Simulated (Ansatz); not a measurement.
One change: `[CH3][GeH2][SeH]` becomes `[Cl][GeH2][SeH]`.

Ansatz, PBE0-D4/def2-TZVP geometries, multiplicity 1. Each molecule was computed in one conformer, which needn't be the lowest.

Scalar relativity is left out up to krypton. Spin–orbit coupling is left out; it splits and shifts lone-pair levels of the heavy atoms by tenths of an eV.

```
                                        property  `[CH3][GeH2][SeH]`
size of the dipole moment (B3LYP/def2-TZVPP) / D                1.75
             HOMO–LUMO gap (PBE/def2-TZVPP) / eV                4.78
               LUMO energy (PBE/def2-TZVPP) / eV               -0.87
            HOMO–LUMO gap (PBE0/def2-TZVPP) / eV                6.81
  size of the dipole moment (PBE/def2-TZVPP) / D                1.72
         HOMO–LUMO gap (ωB97M-V/def2-TZVPP) / eV               10.80
```

Q: What does the change do to each property? (Estimate.)

A: Computed: 
```tsv
property	`[Cl][GeH2][SeH]`	shift
size of the dipole moment (B3LYP/def2-TZVPP) / D	2.17	0.42
HOMO–LUMO gap (PBE/def2-TZVPP) / eV	4.45	-0.33
LUMO energy (PBE/def2-TZVPP) / eV	-1.66	-0.79
HOMO–LUMO gap (PBE0/def2-TZVPP) / eV	6.53	-0.28
size of the dipole moment (PBE/def2-TZVPP) / D	2.08	0.36
HOMO–LUMO gap (ωB97M-V/def2-TZVPP) / eV	10.57	-0.23
```

With PBE0 the HOMO falls by 0.49 eV and the LUMO falls by 0.77 eV, so the gap narrows by about 0.28 eV. PBE moves the HOMO by -0.46 eV and ωB97M-V by -0.49 eV. Dipoles are sizes alone; their direction can turn.

B3LYP here is the variant with VWN-RPA as its local correlation; programs differ in this.
